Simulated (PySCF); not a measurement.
Energy of Pb (lead, neutral) between two integer charges

The 6p alpha orbital of [Xe] 4f14 5d10 6s2 6p2 is emptied in steps (occupation f), with all orbitals relaxed, ending at [Xe] 4f14 5d10 6s2 6p1. Computed with PySCF 2.14 in def2-TZVPPD with the def2 core potential (60 electrons) (7s5p4d2f, 56 functions), with a scalar-relativistic core potential. The exact energy is a straight line in f; departures are measured from the line between the end points of the same method.

```tsv
f	UHF (eV)	LDA (eV)	PBE (eV)	PBE0 (eV)	r2SCAN (eV)	LC-wPBE (eV)	BHandHLYP (eV)	wB97X (eV)	HSE06 (eV)	MN15 (eV)
1	0.000	0.000	0.000	0.000	0.000	0.000	0.000	0.000	0.000	0.000
0.8	0.058	-0.510	-0.495	-0.357	-0.463	0.007	-0.236	-0.037	-0.422	-0.281
0.6	0.084	-0.771	-0.746	-0.536	-0.689	0.013	-0.355	-0.058	-0.635	-0.416
0.4	0.082	-0.776	-0.750	-0.537	-0.681	0.016	-0.357	-0.060	-0.636	-0.409
0.2	0.054	-0.520	-0.502	-0.358	-0.449	0.013	-0.239	-0.041	-0.424	-0.265
0	0.000	0.000	0.000	0.000	0.000	0.000	0.000	0.000	0.000	0.000
```

```csv
method,E(f=0) − E(f=1) (eV),−ε at f=1 (eV),−ε at f=0.4 (eV)
UHF,6.566,6.935,6.488
LDA,7.161,4.000,7.787
PBE,6.977,3.908,7.586
PBE0,7.015,4.788,7.462
r2SCAN,7.092,4.192,7.701
LC-wPBE,7.071,7.111,7.072
BHandHLYP,6.903,5.435,7.193
wB97X,6.763,6.543,6.803
HSE06,7.022,4.392,7.550
MN15,7.041,5.268,7.424
```

Orbital energy along the path (eV):

```csv
f,UHF,LDA,PBE,PBE0,r2SCAN,LC-wPBE,BHandHLYP,wB97X,HSE06,MN15
1,-6.935,-4.000,-3.908,-4.788,-4.192,-7.111,-5.435,-6.543,-4.392,-5.268
0.8,-6.775,-5.226,-5.107,-5.672,-5.370,-7.105,-6.013,-6.616,-5.431,-6.004
0.6,-6.626,-6.491,-6.336,-6.566,-6.552,-7.094,-6.599,-6.703,-6.486,-6.726
0.4,-6.488,-7.787,-7.586,-7.462,-7.701,-7.072,-7.193,-6.803,-7.550,-7.424
0.2,-6.359,-9.102,-8.850,-8.357,-8.798,-7.032,-7.793,-6.913,-8.613,-8.082
0,-6.238,-10.415,-10.124,-9.247,-9.863,-6.980,-8.406,-7.017,-9.663,-8.623
```

Reference removal energy between the ground levels: 7.417 eV (measured; NIST Atomic Spectra Database, ionization energies). The calculation has no spin-orbit coupling. UHF lacks correlation.
